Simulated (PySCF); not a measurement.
C₅H₅F₃Se.
SMILES with atom numbers: `[CH3:1][Se:2][CH:3]=[C:4]=[CH:5][C:6]([F:7])([F:8])[F:9]` (hydrogens: H10, H11, H12 on C1; H13 on C3; H14 on C5)

Level of theory: PBE0-D3(BJ)/def2-SVP geometry optimisation, gas phase in PySCF.

(1) Give the optimised bond lengths and angles.

Answers

(1) 
| bond | length (pm) | order |
| --- | --- | --- |
| C1–Se2 | 193.6 | single |
| Se2–C3 | 189.4 | single |
| C3=C4 | 130.6 | double |
| C4=C5 | 131.0 | double |
| C5–C6 | 149.9 | single |
| C6–F7 | 134.1 | single |
| C6–F8, C6–F9 | 133.3 | single |
| C1–H10, C1–H11, C1–H12 | 109.8 | single |
| C3–H13 | 109.6 | single |
| C5–H14 | 109.7 | single |

Bonds in one row agree within 1 pm and their mean is given. Orders are formal, as drawn. A selection of angles:
| angle | degrees |
| --- | --- |
| Se2–C1–H10 | 110.1 |
| Se2–C1–H12 | 106.6 |
| H10–C1–H11 | 110.0 |
| C1–Se2–C3 | 97.8 |
| Se2–C3–C4 | 125.1 |
| Se2–C3–H13 | 114.0 |
| C4–C3–H13 | 120.9 |
| C3–C4–C5 | 177.4 |
| C4–C5–C6 | 122.7 |
| C4–C5–H14 | 122.4 |
| C6–C5–H14 | 114.9 |
| C5–C6–F7 | 110.7 |
| C5–C6–F8 | 112.5 |
| F7–C6–F8 | 107.5 |

Torsions: C1–Se2–C3–C4 1° (synperiplanar); C4–C5–C6–F7 111° (anticlinal). The mirror-image conformer, all signs reversed, is as good.

Se2 (selenium bonded to 2 C) is bent (angle 97.8°). Of the pairs four or more bonds apart, C4···H10 is among the closest relative to their van der Waals radii: 2.86 Å, 99 % of the sum of Bondi's values. The C–Se distances run from 1.894 Å (Se2–C3, drawn single) to 1.936 Å (C1–Se2, drawn single), a spread of 0.042 Å. The C–C distances run from 1.306 Å (C3=C4, drawn double) to 1.499 Å (C5–C6, drawn single), a spread of 0.193 Å.

Point group: C1 (no symmetry element, even within 0.4 Å). No frequency check. One conformer, not necessarily the lowest.
